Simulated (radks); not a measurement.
The numbers below are computed, except where a source is named.
Q: Ionisation ladder of magnesium, from Mg to Mg5+. Each ion is in the ground configuration listed by NIST, and IE = E(next ion) - E(this ion). Code: a radial shooting solver on a logarithmic mesh with Libxc functionals. Model: scalar-relativistic Kohn-Sham, PBE, spin-polarised, spherical densities, finite nucleus; open shells are filled with parallel spins first; Fermi nuclear charge, rms radius 3.057 fm.

species  configuration  IE, Delta-SCF (eV)  <r> HOMO (bohr)
Mg            [Ne] 3s2               7.623             3.15
Mg+           [Ne] 3s1                   ?             2.77
Mg2+              [Ne]              80.483            0.684
Mg3+      [He] 2s2 2p5              109.70            0.645
Mg4+      [He] 2s2 2p4                   ?            0.613
Mg5+      [He] 2s2 2p3                   ?            0.569

Estimate the withheld Delta-SCF values.

A: Mg+: 15.362 eV (NIST 15.035); Mg4+: 140.90 eV (NIST 141.33); Mg5+: 187.42 eV (NIST 186.8).
